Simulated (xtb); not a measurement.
C4H6ClF, SMILES C1C([C@H](F)Cl)C1. All values are semi-empirical tight-binding results from xtb (GFN2-xTB unless named), good for trends rather than for accurate numbers. Geometry: GFN2-xTB. The structure was generated by enumeration; whether it is a known compound was not checked. One conformer was computed; it need not be the lowest.

Computed properties:
```yaml
orbital_gap: 6.67 eV
dipole_moment: 2.51 D
zero_point_energy: 57.1 kcal/mol
G − E(el) at 298.15 K (modified RRHO): 37.8 kcal/mol
static polarisability (D4 model): 59.7 bohr³
solvation energy, GFN2-xTB/ALPB(water): -2.4 kcal/mol
solvation energy, GFN2-xTB/ALPB(chcl3): -5.4 kcal/mol
```
